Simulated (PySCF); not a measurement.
## UHF on Ga²⁺ (gallium, charge +2)

Configuration: [Ar] 3d9 4s2, 2D determinant (an excited configuration). Computed with PySCF 2.14 in Sapporo-DKH3-DZP-2012, with scalar relativity by spin-free X2C-1e.

* Total energy: -1940.656347 hartree
* One-electron energy: -2675.3088 hartree
* Hartree (Coulomb) energy: 808.3047 hartree
* Exchange energy: -73.6522 hartree
* ⟨S²⟩: 0.7508
* ⟨L²⟩: 6.009
* Sum of ⟨r⟩: 17.90 bohr
* Sum of ⟨r²⟩: 20.59 bohr²
* Traceless quadrupole moment −½Σ⟨3z² − r²⟩ along its main axis: -0.122 e·bohr²
* Langevin diamagnetic susceptibility: -16.3 ×10⁻⁶ cm³/mol

```tsv
shell	electrons	mean orbital energy (eV)	spread (eV)	rms radius, mean of both spins (bohr)
1s α	1	-10472.0	0	0.0560
1s β	1	-10471.9	0	0.0560
2s α	1	-1373.8	0	0.236
2s β	1	-1372.4	0	0.236
2p α	3	-1195.8	1.546	0.211
2p β	3	-1194.4	0.061	0.211
3s α	1	-211.02	0	0.693
3s β	1	-207.72	0	0.693
3p α	3	-154.79	2.859	0.728
3p β	3	-150.85	1.817	0.728
3d α	5	-62.801	3.435	0.847
3d β	4	-60.864	2.667	0.847
4s α	1	-31.875	0	2.19
4s β	1	-31.597	0	2.19
```

Densities and radii are taken from the X2C orbitals without a picture-change correction, which distorts them close to the nucleus.

Spin-orbit constants ζ (cm⁻¹) from the X2C one-electron operator on these orbitals: bare nucleus, nucleus screened by l(l+1)(2l+1)/3 electrons, and screened by the Breit-Pauli mean field of the electrons.

```json
{"shell": "2p", "bare": "154300", "screened nucleus": "144300", "mean field": "139800"}
{"shell": "3p", "bare": "20640", "screened nucleus": "19310", "mean field": "18590"}
{"shell": "3d", "bare": "2293", "screened nucleus": "1553", "mean field": "1434"}
```

To first order the Landé constant is A = -1434 cm⁻¹, so the lowest level has J = 5/2 and lies 0.178 eV below the centre of the term.
